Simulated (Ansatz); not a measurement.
`OCBBr` + HCl → `ClBBr` + CH₃OH at 700 K and 1 bar (ligand exchange at a B–C bond).

Computed with Ansatz on PBE0-D4/def2-TZVP structures; ΔE is electronic, products minus reactants. CCSD(T)/CBS adds triple-zeta CCSD(T) − MP2 to the extrapolated MP2 energy (def2 sets, frozen cores). This one scheme is used for every species. For Br outer-core shells are correlated without core-valence functions, which leaves a few kJ/mol of doubt a bond. Scalar relativity is left out up to krypton. One conformer a species, not always the lowest.

```
species  CCSD(T)/CBS energy (Eh)  H − E (kJ/mol)  S (J/(mol·K))
`OCBBr`              -2713.76327           202.3          404.4
    HCl               -460.38127            38.4          211.8
`ClBBr`              -3058.55678            74.5          336.7
  CH₃OH               -115.61712           170.8          288.5
```

H − E and S are ideal-gas, rigid-rotor, harmonic terms from PBE0-D4/def2-TZVP, for one conformer and one mirror image of each species. 1 Eh = 2625.50 kJ/mol, R = 8.31446 J/(mol·K).

Q: By hand: ΔE, ΔH, ΔS and ΔG.

A: ΔE = (-3058.55678) + (-115.61712) − (-2713.76327) − (-460.38127) = -0.02936 Eh = -77.1 kJ/mol. Δ(H − E) = 74.5 + 170.8 − 202.3 − 38.4 = 4.6, so ΔH = -72.5 kJ/mol. ΔS = 336.7 + 288.5 − 404.4 − 211.8 = 9.0 J/(mol·K). ΔG = -72.5 − 700 × (9.0)/1000 = -78.8 kJ/mol.

Q: By hand: the equilibrium constant, and the temperature at which ΔG would vanish if ΔH and ΔS stayed fixed.

A: log₁₀ K = −ΔG/(RT ln 10) = 5.9. ΔH and −TΔS have one sign here, so there is no such temperature.

The number of gas molecules stays the same, so ΔS is small and ΔH decides. A doubt of 5 kJ/mol in ΔE shifts log₁₀ K by 0.4 here. Other conformers and mirror images would add mixing entropy, several J/(mol·K) or more a flexible species. These are equilibria of isolated gas molecules and say nothing of rates. Largest T1 diagnostic: 0.011 (customary marks: 0.02 for closed shells, 0.045 for open ones).

ΔS is within the doubt of such terms, so its sign, and with it that verdict, could turn.
